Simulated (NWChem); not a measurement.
All runs are NWChem calculations. System: BFO, charge 1, spin multiplicity 2, at the geometry of a parent with another charge or spin, in a state set for the comparison that need not be this species' ground state. Its SCF solution wasn't tested for a lower state. Level: UPBE/pcseg-1.

Input file:

```
start mol
memory heap 200 mb stack 900 mb global 1100 mb
charge 1
geometry units angstroms nocenter noautoz
  F      0.000000     0.000000    -1.198448
  B      0.000000     0.000000     0.087139
  O      0.000000     0.000000     1.293792
  symmetry group C2v
end
basis spherical
  * library pcseg-1
end
dft
  xc xpbe96 cpbe96
  odft
  mult 2
  semidirect memsize 60000000 filesize 0
  iterations 100
end
task dft energy
```

Part of the output:

```
             Northwest Computational Chemistry Package (NWChem) 7.3.0
             --------------------------------------------------------

                                NWChem Input Module
                                -------------------

 Scaling coordinates for geometry "geometry" by  1.889725989
 (inverse scale =  0.529177249)

 Turning off AUTOSYM since
 SYMMETRY directive was detected!

                             Geometry "geometry" -> ""
                             -------------------------

 Output coordinates in angstroms (scale by  1.889725989 to convert to a.u.)

  No.       Tag          Charge          X              Y              Z
 ---- ---------------- ---------- -------------- -------------- --------------
    1 F                    9.0000     0.00000000     0.00000000    -1.19844800
    2 B                    5.0000     0.00000000     0.00000000     0.08713900
    3 O                    8.0000     0.00000000     0.00000000     1.29379200

 Effective nuclear repulsion energy (a.u.)      51.3527814072

            Nuclear Dipole moment (a.u.)
            ----------------------------
        X                 Y               Z
 ---------------- ---------------- ----------------
     0.0000000000     0.0000000000    -0.0000018897

      Symmetry information
      --------------------

 Group name             C2v
 Group number             16
 Group order               4
 No. of unique centers     3

      Symmetry unique atoms

     1    2    3


 Summary of "ao basis" -> "" (spherical)
 ------------------------------------------------------------------------------
       Tag                 Description            Shells   Functions and Types
 ---------------- ------------------------------  ------  ---------------------
 *                          pcseg-1                   on all atoms

  pbe96 is a nonlocal functional; adding pw91lda local functional.

                                 NWChem DFT Module
                                 -----------------

 Summary of "ao basis" -> "ao basis" (spherical)
 ------------------------------------------------------------------------------
       Tag                 Description            Shells   Functions and Types
 ---------------- ------------------------------  ------  ---------------------
 F                          pcseg-1                  6       14   3s2p1d
 B                          pcseg-1                  6       14   3s2p1d
 O                          pcseg-1                  6       14   3s2p1d

 Summary of "ao basis" -> "ao basis" (spherical)
 ------------------------------------------------------------------------------
       Tag                 Description            Shells   Functions and Types
 ---------------- ------------------------------  ------  ---------------------
 F                          pcseg-1                  6       14   3s2p1d
 B                          pcseg-1                  6       14   3s2p1d
 O                          pcseg-1                  6       14   3s2p1d

      Symmetry analysis of basis
      --------------------------

        a1         21
        a2          3
        b1          9
        b2          9

            General Information
            -------------------
          SCF calculation type: DFT
          Wavefunction type:  spin polarized.
          No. of atoms     :     3
          No. of electrons :    21
           Alpha electrons :    11
            Beta electrons :    10
          Charge           :     1
          Spin multiplicity:     2
          Use of symmetry is: on ; symmetry adaption is: on
          Maximum number of iterations: 100
          AO basis - number of functions:    42
                     number of shells:    18
          Convergence on energy requested:  1.00D-06
          Convergence on density requested:  1.00D-05
          Convergence on gradient requested:  5.00D-04

              XC Information
              --------------
          PerdewBurkeErnzerhof Exchange Functional  1.000
            Perdew 1991 LDA Correlation Functional  1.000 local
           PerdewBurkeErnz. Correlation Functional  1.000 non-local

             Grid Information
             ----------------
          Grid used for XC integration:  medium
          Radial quadrature: Mura-Knowles
          Angular quadrature: Lebedev.
          Tag              B.-S. Rad. Rad. Pts. Rad. Cut. Ang. Pts.
          ---              ---------- --------- --------- ---------
          F                   0.50       49           7.0       434
          B                   0.85       49           6.0       434
          O                   0.60       49           7.0       434
          Grid pruning is: on
          Number of quadrature shells:   147
          Spatial weights used:  Erf1

          Convergence Information
          -----------------------
          Convergence aids based upon iterative change in
          total energy or number of iterations.
          Levelshifting, if invoked, occurs when the
          HOMO/LUMO gap drops below (HL_TOL):  1.00D-02
          DIIS, if invoked, will attempt to extrapolate
          using up to (NFOCK): 10 stored Fock matrices.

                    Damping( 0%)  Levelshifting(0.5)       DIIS
                  --------------- ------------------- ---------------
          dE  on:    start            ASAP                start
          dE off:    2 iters        100 iters           100 iters

      Screening Tolerance Information
      -------------------------------
          Density screening/tol_rho:  1.00D-10
          AO Gaussian exp screening on grid/accAOfunc:  14
[...]
 d= 0,ls=0.5,diis    27   -199.2631873894 -5.99D-07  1.48D-07  1.54D-06     0.5
                                                     8.27D-06  1.78D-06

         Total DFT energy =     -199.263187804542
      One electron energy =     -369.061995723928
           Coulomb energy =      140.972449284275
    Exchange-Corr. energy =      -22.526422772137
 Nuclear repulsion energy =       51.352781407247

 Numeric. integr. density =       20.999999451185

     Total iterative time =      0.4s

                  Occupations of the irreducible representations
                  ----------------------------------------------

                     irrep           alpha         beta
                     --------     --------     --------
                     a1                7.0          7.0
                     a2                0.0          0.0
                     b1                2.0          1.0
                     b2                2.0          2.0

                    DFT Final Alpha Molecular Orbital Analysis
                    ------------------------------------------

 Vector    9  Occ=1.000000D+00  E=-7.845961D-01  Symmetry=b2
              MO Center= -1.3D-16, -5.8D-16, -6.7D-01, r^2= 1.2D+00
   Bfn.  Coefficient  Atom+Function         Bfn.  Coefficient  Atom+Function
  ----- ------------  ---------------      ----- ------------  ---------------
     5      0.589041  1 F  py                 8      0.340158  1 F  py
    19      0.280095  2 B  py                33      0.243163  3 O  py
    36      0.116457  3 O  py                22      0.029920  2 B  py
    11      0.026216  1 F  d -1

 Vector   10  Occ=1.000000D+00  E=-7.570713D-01  Symmetry=b1
              MO Center= -9.0D-16,  4.6D-17,  2.7D-02, r^2= 2.0D+00
   Bfn.  Coefficient  Atom+Function         Bfn.  Coefficient  Atom+Function
  ----- ------------  ---------------      ----- ------------  ---------------
     4      0.510067  1 F  px                32     -0.506139  3 O  px
     7      0.304413  1 F  px                35     -0.276948  3 O  px
    27      0.057624  2 B  d  1              18     -0.051864  2 B  px

 Vector   11  Occ=1.000000D+00  E=-7.115837D-01  Symmetry=b2
              MO Center= -1.3D-16,  6.3D-16,  6.7D-01, r^2= 1.5D+00
   Bfn.  Coefficient  Atom+Function         Bfn.  Coefficient  Atom+Function
  ----- ------------  ---------------      ----- ------------  ---------------
    33      0.596053  3 O  py                 5     -0.343112  1 F  py
    36      0.336347  3 O  py                 8     -0.214736  1 F  py
    19      0.178066  2 B  py                25      0.057349  2 B  d -1
    39     -0.027325  3 O  d -1

 Vector   12  Occ=0.000000D+00  E=-3.395121D-01  Symmetry=b1
              MO Center=  2.5D-15, -2.7D-15,  1.2D-01, r^2= 1.5D+00
   Bfn.  Coefficient  Atom+Function         Bfn.  Coefficient  Atom+Function
  ----- ------------  ---------------      ----- ------------  ---------------
    18      0.814599  2 B  px                21      0.394847  2 B  px
    32     -0.364105  3 O  px                 4     -0.287552  1 F  px
    35     -0.282307  3 O  px                 7     -0.214546  1 F  px

 Vector   13  Occ=0.000000D+00  E=-3.359814D-01  Symmetry=a1
              MO Center= -1.4D-15, -6.4D-16, -2.6D-02, r^2= 2.2D+00
   Bfn.  Coefficient  Atom+Function         Bfn.  Coefficient  Atom+Function
  ----- ------------  ---------------      ----- ------------  ---------------
    17      1.115539  2 B  s                  3     -0.389012  1 F  s
    31     -0.359703  3 O  s                  6     -0.288930  1 F  pz
    16      0.280240  2 B  s                 34      0.246355  3 O  pz
     9     -0.216179  1 F  pz                30     -0.161129  3 O  s
     2     -0.157949  1 F  s                 37      0.140103  3 O  pz

 Vector   14  Occ=0.000000D+00  E=-3.195175D-01  Symmetry=b2
              MO Center= -6.9D-16,  3.5D-15,  1.5D-01, r^2= 1.6D+00
   Bfn.  Coefficient  Atom+Function         Bfn.  Coefficient  Atom+Function
  ----- ------------  ---------------      ----- ------------  ---------------
    19      0.801705  2 B  py                22      0.406281  2 B  py
    33     -0.380564  3 O  py                36     -0.315383  3 O  py
     5     -0.286632  1 F  py                 8     -0.214210  1 F  py

                     DFT Final Beta Molecular Orbital Analysis
                     -----------------------------------------

 Vector    8  Occ=1.000000D+00  E=-7.780555D-01  Symmetry=b1
              MO Center= -6.6D-15, -1.7D-16, -8.6D-01, r^2= 9.5D-01
   Bfn.  Coefficient  Atom+Function         Bfn.  Coefficient  Atom+Function
  ----- ------------  ---------------      ----- ------------  ---------------
     4      0.620678  1 F  px                 7      0.363491  1 F  px
    18      0.268667  2 B  px                32      0.156332  3 O  px
    35      0.072388  3 O  px                21      0.033605  2 B  px
    13     -0.027213  1 F  d  1

 Vector    9  Occ=1.000000D+00  E=-7.613479D-01  Symmetry=a1
              MO Center=  1.1D-15, -6.9D-16,  1.4D+00, r^2= 6.1D-01
   Bfn.  Coefficient  Atom+Function         Bfn.  Coefficient  Atom+Function
  ----- ------------  ---------------      ----- ------------  ---------------
    34      0.587692  3 O  pz                31      0.409411  3 O  s
    20     -0.302492  2 B  pz                16     -0.259566  2 B  s
    30      0.221229  3 O  s                 37      0.216227  3 O  pz
    15      0.103239  2 B  s                 29     -0.103229  3 O  s
     6      0.063868  1 F  pz                 3     -0.035978  1 F  s

 Vector   10  Occ=1.000000D+00  E=-6.939057D-01  Symmetry=b2
              MO Center= -9.0D-17, -2.1D-16,  7.5D-01, r^2= 1.4D+00
   Bfn.  Coefficient  Atom+Function         Bfn.  Coefficient  Atom+Function
  ----- ------------  ---------------      ----- ------------  ---------------
    33      0.595836  3 O  py                36      0.342910  3 O  py
     5     -0.310890  1 F  py                19      0.213089  2 B  py
     8     -0.198492  1 F  py                25      0.057631  2 B  d -1
    39     -0.027559  3 O  d -1

 Vector   11  Occ=0.000000D+00  E=-6.732776D-01  Symmetry=b1
              MO Center= -9.0D-16, -1.5D-16,  8.1D-01, r^2= 1.3D+00
   Bfn.  Coefficient  Atom+Function         Bfn.  Coefficient  Atom+Function
  ----- ------------  ---------------      ----- ------------  ---------------
    32      0.586624  3 O  px                35      0.352088  3 O  px
     4     -0.277722  1 F  px                18      0.250632  2 B  px
     7     -0.181657  1 F  px                27     -0.056979  2 B  d  1
    41      0.027454  3 O  d  1

 Vector   12  Occ=0.000000D+00  E=-3.294989D-01  Symmetry=a1
              MO Center= -6.0D-16, -9.6D-16, -5.4D-02, r^2= 2.2D+00
   Bfn.  Coefficient  Atom+Function         Bfn.  Coefficient  Atom+Function
  ----- ------------  ---------------      ----- ------------  ---------------
    17      1.121200  2 B  s                  3     -0.404584  1 F  s
    31     -0.361725  3 O  s                  6     -0.291750  1 F  pz
    16      0.275995  2 B  s                 34      0.241966  3 O  pz
     9     -0.218635  1 F  pz                 2     -0.160564  1 F  s
    30     -0.150090  3 O  s                 20     -0.148316  2 B  pz

 Vector   13  Occ=0.000000D+00  E=-3.162701D-01  Symmetry=b2
              MO Center= -1.8D-16,  4.7D-15,  1.7D-01, r^2= 1.6D+00
   Bfn.  Coefficient  Atom+Function         Bfn.  Coefficient  Atom+Function
  ----- ------------  ---------------      ----- ------------  ---------------
    19      0.798244  2 B  py                22      0.404481  2 B  py
    33     -0.390090  3 O  py                36     -0.332021  3 O  py
     5     -0.286711  1 F  py                 8     -0.214509  1 F  py

   alpha - beta orbital overlaps
   -----------------------------

   alpha      1      2      3      4      5      6      7      8      9     10
    beta      1      2      3      4      5      6      8      9      7     11
 overlap   1.000  1.000  1.000  1.000  1.000  1.000  0.896  1.000  0.998  0.893

   alpha     11     12     13     14     15     16     17     18     19     20
    beta     10     14     12     13     15     16     17     18     19     22
 overlap   0.998  0.995  1.000  1.000  1.000  1.000  1.000  1.000  0.999  0.997

   alpha     21     22     23     24     25     26     27     28     29     30
    beta     20     21     23     25     24     26     27     29     28     30
 overlap   1.000  1.000  1.000  0.998  1.000  1.000  0.999  1.000  1.000  0.999

   alpha     31     32     33     34     35     36     37     38     39     40
    beta     31     32     33     37     35     34     38     36     40     39
 overlap   1.000  0.999  0.997  0.999  0.979  0.999  0.979  1.000  0.999  1.000

   alpha     41     42
    beta     41     42
 overlap   1.000  1.000

     --------------------------
     Expectation value of S2:
     --------------------------
      <S2> =      0.7524 (Exact =     0.7500)

 center of mass
 --------------
 x =   0.00000000 y =   0.00000000 z =  -0.04580959

 moments of inertia (a.u.)
 ------------------
         193.256654885299           0.000000000000           0.000000000000
           0.000000000000         193.256654885299           0.000000000000
           0.000000000000           0.000000000000           0.000000000000

     Multipole analysis of the density
     ---------------------------------

     L   x y z        total         alpha         beta         nuclear
     -   - - -        -----         -----         ----         -------
     0   0 0 0      1.000000    -11.000000    -10.000000     22.000000

     1   1 0 0     -0.000000     -0.000000     -0.000000      0.000000
     1   0 1 0     -0.000000     -0.000000     -0.000000      0.000000
     1   0 0 1      0.164295     -0.781936      0.946232     -0.000002

     2   2 0 0     -8.464205     -4.763517     -3.700688      0.000000
     2   1 1 0     -0.000000      0.000000     -0.000000      0.000000
     2   1 0 1     -0.000000     -0.000000     -0.000000      0.000000
     2   0 2 0     -9.289640     -4.787858     -4.501782      0.000000
     2   0 1 1     -0.000000     -0.000000     -0.000000      0.000000
     2   0 0 2     -8.672039    -54.279516    -48.510231     94.117708

 Task  times  cpu:        0.5s     wall:        0.5s

 Total times  cpu:        0.5s     wall:        0.5s
```
